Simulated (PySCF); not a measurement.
From one molecule to another.

First species: C5H6O2SSi.
SMILES: `O=c1cc(S[SiH3])cco1`

Second species: C5H10O2S.
Structure used (GFN2-xTB), in Å, numbered top down from 1:
```
atom  x, y, z in Å
C1     2.739    0.485   -0.699
C2     1.933   -0.790   -0.455
C3     0.664   -0.487    0.269
C4    -0.556   -0.768   -0.144
S5    -1.955   -0.330    0.879
C6    -2.764    1.002   -0.057
O7    -1.472    0.219    2.118
O8    -2.856   -1.449    0.937
H9     2.181    1.171   -1.332
H10    2.957    0.983    0.242
H11    3.678    0.247   -1.191
H12    1.716   -1.287   -1.402
H13    2.525   -1.471    0.162
H14    0.759    0.024    1.219
H15   -0.809   -1.288   -1.051
H16   -3.609    1.349    0.524
H17   -3.096    0.597   -1.004
H18   -2.044    1.798   -0.194
```

Levels: PBE0/def2-SVPD for dipole moment, HOMO energy, LUMO energy, HOMO–LUMO gap, static isotropic polarisability and electronic spatial extent ⟨r²⟩ about the centre of nuclear charge; TDDFT PBE0/def2-SVPD for lowest singlet excitation; TDA PBE0/def2-SVPD for lowest triplet excitation (Tamm–Dancoff); GFN2-xTB for rotational constant A and rotational constant C. Geometries: GFN2-xTB. Each species is one conformer at its optimised geometry, gas phase, non-relativistic unless stated. Electronic properties by PySCF.

Dipoles, sizes and rotational constants follow the conformer. The torsions of the flexible species, by atom-mapped SMILES:
- `[O:1]=[c:2]1[cH:3][c:4]([S:5][SiH3:6])[cH:7][cH:8][o:9]1`: C3–C4–S5–Si6 4°
- `[CH3:1][CH2:2]/[CH:3]=[CH:4]/[S:5]([CH3:6])(=[O:7])=[O:8]`: C1–C2–C3–C4 123°, C3–C4–S5–C6 111°

Which has the higher S1 energy?

The second: 6.00 eV against 4.42 eV, a difference of 1.58 eV.

Which has the higher static isotropic polarisability?

The first: 115.2 au against 89.7 au, a difference of 25.5 au.

Which of the two has the higher HOMO energy, and by how much?

The first: -7.00 eV against -8.23 eV, a difference of 1.23 eV.

Which has the higher rotational constant A?

The second: 3.725 GHz against 2.295 GHz, a difference of 1.430 GHz.

Which of the two has the higher ⟨r²⟩, and by how much?

The first: 1868 bohr² against 1536 bohr², a difference of 332 bohr².

Which has the higher T1 energy?

The second: 4.41 eV against 2.93 eV, a difference of 1.48 eV.

Which has the higher dipole moment?

The second: 5.33 D against 4.28 D, a difference of 1.05 D.

Which has the higher HOMO–LUMO gap?

The second: 7.30 eV against 5.10 eV, a difference of 2.20 eV.

On the first: In wavenumbers S1 is 35700 cm⁻¹ (1 eV = 8065.54 cm⁻¹). S1 lies 0.68 eV below the HOMO–LUMO gap; its leading configuration is HOMO→LUMO, weight 0.97.

On the second: The polarisability is 13.29 Å³ as a volume (1 au = 0.148185 Å³), or 1.25 au for each of the 72 electrons. S1 lies 1.30 eV below the HOMO–LUMO gap; its leading configuration is HOMO→LUMO, weight 0.74.
